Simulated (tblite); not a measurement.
A geometry optimisation, step by step.

C₅H₁₂GeO.
SMILES with atom numbers: `[CH3:1][C@@H:2]([OH:3])[C@@H:4]1[CH2:5][CH2:6][GeH2:7]1` (hydrogens: H8, H9, H10 on C1; H11 on C2; H12 on O3; H13 on C4; H14, H15 on C5; H16, H17 on C6; H18, H19 on Ge7)

Computed with GFN2-xTB (tblite), gas phase: L-BFGS steps from a force-field or distance-geometry start until the largest atomic force falls under 0.01 eV/Å. 9 of its 87 geometries are shown.

Step 0: E = -619.1771 eV, largest atomic force 1.870 eV/Å
```
atom  x, y, z in Å  |  force x, y, z in eV/Å
C1     -0.706    2.223    0.420   -0.376   0.900   0.241
C2     -0.979    0.726    0.535    0.885   0.556   1.177
O3     -1.593    0.242   -0.616   -1.717  -0.085  -0.111
C4      0.339   -0.034    0.797   -0.666   1.267   1.204
C5      1.277   -0.162   -0.399    0.129   0.151  -0.338
C6      1.249   -1.686   -0.523    1.222  -1.087  -0.822
Ge7     0.058   -1.953    0.977   -0.636  -0.681   0.301
H8     -1.671    2.769    0.297    0.664  -0.262   0.037
H9     -0.216    2.605    1.341   -0.287  -0.265  -0.648
H10    -0.072    2.441   -0.451   -0.218  -0.126   0.372
H11    -1.642    0.554    1.423    0.308   0.057  -0.308
H12    -2.554    0.534   -0.572    1.576  -0.485  -0.306
H13     0.868    0.347    1.711   -0.546   0.288  -0.818
H14     0.886    0.318   -1.331    0.336  -0.230   0.882
H15     2.294    0.220   -0.165   -0.662  -0.116  -0.317
H16     0.793   -2.027   -1.459    0.650   0.016   0.031
H17     2.253   -2.133   -0.329   -0.591   0.170  -0.723
H18     0.766   -2.564    2.219   -0.592   0.010  -0.363
H19    -1.359   -2.410    0.554    0.521  -0.076   0.508
```

Step 11: E = -619.6963 eV, largest atomic force 0.141 eV/Å
```
atom  x, y, z in Å  |  force x, y, z in eV/Å
C1     -0.725    2.263    0.419    0.009   0.000  -0.034
C2     -0.965    0.764    0.593    0.020  -0.045  -0.028
O3     -1.579    0.163   -0.533    0.006  -0.018   0.068
C4      0.324   -0.002    0.846   -0.013  -0.088   0.017
C5      1.260   -0.187   -0.379   -0.059  -0.013   0.067
C6      1.298   -1.722   -0.581   -0.091  -0.002   0.075
Ge7     0.049   -1.976    0.942    0.040   0.062  -0.009
H8     -1.656    2.805    0.286   -0.128  -0.005  -0.060
H9     -0.236    2.648    1.308    0.046   0.037   0.047
H10    -0.087    2.449   -0.438    0.053  -0.006  -0.093
H11    -1.621    0.622    1.472    0.058   0.012   0.009
H12    -2.466    0.521   -0.640    0.060   0.020  -0.028
H13     0.831    0.479    1.685    0.056  -0.113  -0.017
H14     0.848    0.304   -1.259    0.067   0.043   0.046
H15     2.253    0.212   -0.170   -0.052   0.051  -0.106
H16     0.918   -2.039   -1.550   -0.011   0.090   0.006
H17     2.292   -2.155   -0.465   -0.021   0.086   0.041
H18     0.592   -2.637    2.196   -0.050  -0.078  -0.033
H19    -1.339   -2.504    0.696    0.011  -0.031   0.031
```

Step 22: E = -619.7293 eV, largest atomic force 0.135 eV/Å
```
atom  x, y, z in Å  |  force x, y, z in eV/Å
C1     -0.724    2.250    0.378    0.024   0.110   0.001
C2     -0.939    0.763    0.636   -0.001   0.006   0.006
O3     -1.555    0.112   -0.457   -0.092  -0.072  -0.022
C4      0.341   -0.009    0.889   -0.001  -0.031   0.035
C5      1.239   -0.163   -0.360    0.047  -0.027   0.001
C6      1.280   -1.693   -0.578    0.006  -0.022  -0.041
Ge7     0.025   -1.980    0.933    0.003  -0.096   0.011
H8     -1.675    2.751    0.210   -0.051   0.016   0.006
H9     -0.245    2.696    1.243    0.014   0.068   0.078
H10    -0.091    2.423   -0.487    0.042  -0.100  -0.081
H11    -1.585    0.660    1.526   -0.003   0.020   0.038
H12    -2.377    0.564   -0.672   -0.004  -0.016  -0.013
H13     0.874    0.418    1.738   -0.017   0.037  -0.007
H14     0.799    0.341   -1.219   -0.014  -0.046   0.038
H15     2.231    0.256   -0.199    0.038   0.006   0.016
H16     0.918   -1.993   -1.557    0.005   0.040  -0.036
H17     2.276   -2.115   -0.448   -0.038   0.036   0.023
H18     0.554   -2.732    2.142    0.037   0.009   0.000
H19    -1.356   -2.540    0.709    0.004   0.062  -0.051
```

Step 32: E = -619.7406 eV, largest atomic force 0.080 eV/Å
```
atom  x, y, z in Å  |  force x, y, z in eV/Å
C1     -0.720    2.240    0.354    0.007   0.026  -0.016
C2     -0.935    0.762    0.670   -0.023   0.024  -0.008
O3     -1.576    0.079   -0.393    0.022  -0.075   0.019
C4      0.343   -0.018    0.919   -0.007   0.030  -0.016
C5      1.232   -0.158   -0.338    0.025   0.003  -0.023
C6      1.274   -1.681   -0.583   -0.002  -0.021   0.005
Ge7     0.020   -1.990    0.922   -0.030  -0.059   0.005
H8     -1.675    2.730    0.165    0.010  -0.011  -0.016
H9     -0.246    2.737    1.197    0.022  -0.026   0.015
H10    -0.086    2.362   -0.520    0.001  -0.015  -0.014
H11    -1.567    0.694    1.574   -0.008   0.000   0.019
H12    -2.344    0.576   -0.686   -0.062   0.035   0.022
H13     0.876    0.408    1.768    0.006   0.005   0.017
H14     0.770    0.343   -1.184    0.008   0.027  -0.019
H15     2.225    0.266   -0.195    0.029   0.033   0.038
H16     0.933   -1.954   -1.578   -0.003  -0.016  -0.005
H17     2.267   -2.105   -0.440    0.011   0.016  -0.002
H18     0.569   -2.772    2.106   -0.022   0.014  -0.027
H19    -1.370   -2.511    0.670    0.019   0.012   0.006
```

Step 43: E = -619.7456 eV, largest atomic force 0.060 eV/Å
```
atom  x, y, z in Å  |  force x, y, z in eV/Å
C1     -0.712    2.226    0.328    0.001   0.006   0.005
C2     -0.943    0.759    0.685    0.011   0.017   0.009
O3     -1.619    0.054   -0.341    0.047  -0.015   0.012
C4      0.337   -0.020    0.924    0.003   0.007  -0.012
C5      1.237   -0.145   -0.328    0.006  -0.007  -0.001
C6      1.282   -1.666   -0.587   -0.020  -0.031   0.017
Ge7     0.013   -1.994    0.905   -0.005   0.017  -0.009
H8     -1.661    2.725    0.130   -0.003  -0.008  -0.014
H9     -0.230    2.730    1.161    0.028   0.010  -0.009
H10    -0.079    2.316   -0.551   -0.017   0.006   0.002
H11    -1.550    0.722    1.608   -0.011  -0.003  -0.008
H12    -2.368    0.571   -0.648   -0.058   0.012   0.007
H13     0.869    0.401    1.777   -0.013  -0.014   0.007
H14     0.791    0.369   -1.177   -0.017   0.000  -0.002
H15     2.227    0.279   -0.164    0.018  -0.001   0.014
H16     0.948   -1.938   -1.585    0.006   0.018  -0.016
H17     2.274   -2.087   -0.438    0.010  -0.001   0.001
H18     0.552   -2.793    2.079    0.003  -0.002   0.012
H19    -1.379   -2.500    0.650    0.013  -0.013  -0.015
```

Step 54: E = -619.7494 eV, largest atomic force 0.031 eV/Å
```
atom  x, y, z in Å  |  force x, y, z in eV/Å
C1     -0.702    2.226    0.305   -0.003   0.007  -0.001
C2     -0.943    0.767    0.690    0.010  -0.003   0.001
O3     -1.637    0.061   -0.323    0.004  -0.013   0.007
C4      0.330   -0.024    0.928    0.006  -0.003  -0.010
C5      1.246   -0.139   -0.313    0.002  -0.005  -0.004
C6      1.289   -1.658   -0.588    0.016   0.003  -0.001
Ge7     0.005   -1.999    0.886   -0.011   0.029  -0.002
H8     -1.648    2.730    0.113   -0.012   0.011   0.011
H9     -0.193    2.743    1.114    0.006  -0.002   0.010
H10    -0.089    2.291   -0.590   -0.003   0.002  -0.008
H11    -1.542    0.745    1.617    0.002   0.020   0.000
H12    -2.438    0.539   -0.557   -0.001  -0.007  -0.007
H13     0.853    0.380    1.796   -0.008  -0.009  -0.013
H14     0.812    0.383   -1.163   -0.001   0.000   0.008
H15     2.237    0.279   -0.129   -0.013  -0.001   0.001
H16     0.968   -1.913   -1.595   -0.004   0.000   0.012
H17     2.281   -2.081   -0.436    0.006  -0.011   0.003
H18     0.532   -2.795    2.068    0.012  -0.013   0.006
H19    -1.373   -2.526    0.604   -0.008  -0.005  -0.011
```

Step 64: E = -619.7500 eV, largest atomic force 0.012 eV/Å
```
atom  x, y, z in Å  |  force x, y, z in eV/Å
C1     -0.701    2.229    0.300    0.000   0.001  -0.002
C2     -0.942    0.771    0.691   -0.001  -0.002  -0.001
O3     -1.639    0.057   -0.314   -0.003  -0.003  -0.003
C4      0.329   -0.024    0.929    0.001   0.004  -0.002
C5      1.248   -0.139   -0.310   -0.002  -0.002  -0.003
C6      1.292   -1.658   -0.585    0.007   0.004  -0.007
Ge7     0.001   -1.999    0.883   -0.002   0.005   0.004
H8     -1.649    2.735    0.118   -0.002   0.001   0.011
H9     -0.183    2.743    1.105    0.003   0.001  -0.002
H10    -0.097    2.294   -0.601   -0.002  -0.004  -0.008
H11    -1.538    0.759    1.621   -0.003  -0.006   0.002
H12    -2.443    0.529   -0.551    0.008   0.007   0.005
H13     0.853    0.374    1.798   -0.002   0.001   0.001
H14     0.814    0.383   -1.160    0.002   0.000   0.001
H15     2.236    0.281   -0.124   -0.006  -0.005  -0.003
H16     0.971   -1.911   -1.591    0.001  -0.002  -0.004
H17     2.283   -2.083   -0.433    0.003   0.001   0.008
H18     0.530   -2.800    2.061   -0.003  -0.001   0.003
H19    -1.373   -2.532    0.590    0.001   0.001  -0.002
```

Step 75: E = -619.7506 eV, largest atomic force 0.022 eV/Å
```
atom  x, y, z in Å  |  force x, y, z in eV/Å
C1     -0.705    2.228    0.296    0.005   0.003  -0.005
C2     -0.942    0.772    0.696   -0.015   0.010  -0.002
O3     -1.649    0.054   -0.300   -0.009   0.008  -0.013
C4      0.328   -0.024    0.928   -0.012   0.014   0.006
C5      1.248   -0.138   -0.310   -0.003   0.001   0.008
C6      1.299   -1.657   -0.579    0.010  -0.011  -0.003
Ge7    -0.003   -1.999    0.878    0.005  -0.001  -0.003
H8     -1.654    2.745    0.156    0.005  -0.011   0.008
H9     -0.145    2.737    1.076    0.000  -0.004  -0.001
H10    -0.141    2.286   -0.632    0.003   0.000  -0.007
H11    -1.532    0.765    1.629    0.003  -0.006   0.012
H12    -2.445    0.537   -0.544   -0.003  -0.001  -0.004
H13     0.851    0.373    1.798    0.013  -0.012   0.010
H14     0.815    0.383   -1.161   -0.003  -0.010   0.001
H15     2.236    0.283   -0.123   -0.003   0.015  -0.001
H16     0.994   -1.917   -1.589   -0.006   0.000  -0.012
H17     2.289   -2.076   -0.411    0.021  -0.008   0.001
H18     0.513   -2.808    2.058   -0.004   0.007  -0.002
H19    -1.371   -2.534    0.562   -0.008   0.005   0.007
```

Step 86: E = -619.7512 eV, largest atomic force 0.009 eV/Å
```
atom  x, y, z in Å  |  force x, y, z in eV/Å
C1     -0.705    2.227    0.292    0.003  -0.002  -0.001
C2     -0.943    0.773    0.698   -0.002   0.004   0.002
O3     -1.659    0.058   -0.294    0.004   0.005   0.006
C4      0.326   -0.027    0.926   -0.006   0.000   0.003
C5      1.249   -0.138   -0.309   -0.004   0.000   0.000
C6      1.313   -1.657   -0.574   -0.003  -0.008   0.001
Ge7    -0.005   -2.001    0.871    0.001   0.000  -0.003
H8     -1.655    2.752    0.191    0.004   0.002  -0.003
H9     -0.111    2.730    1.051   -0.001  -0.007   0.003
H10    -0.178    2.279   -0.656    0.003   0.001   0.000
H11    -1.526    0.767    1.636   -0.002   0.001  -0.001
H12    -2.448    0.549   -0.541   -0.003   0.000   0.000
H13     0.850    0.361    1.800    0.000   0.001   0.000
H14     0.810    0.372   -1.163   -0.005   0.004  -0.002
H15     2.231    0.297   -0.124    0.001   0.004  -0.007
H16     1.018   -1.920   -1.586    0.004  -0.004  -0.006
H17     2.303   -2.073   -0.395    0.005   0.004   0.006
H18     0.496   -2.809    2.056    0.004  -0.003   0.005
H19    -1.373   -2.529    0.546   -0.002  -0.003  -0.004
```

Task: Summarise the path.

Result: The energy falls by 0.5741 eV from step 0 to step 86; nine tenths of that is first reached at step 11. It falls at every step. The largest force goes from 1.870 to 0.009 eV/Å. Among the bonds C4–Ge7 changes most, from 1.947 to 2.002 Å; the atoms move by 0.215 Å rms after alignment.

The cost below is that of the whole relaxation. Time: 0.6 s. Hardware: an Arm Neoverse V1 with one thread, shared host with 32 logical CPUs at a one-minute load of 17.
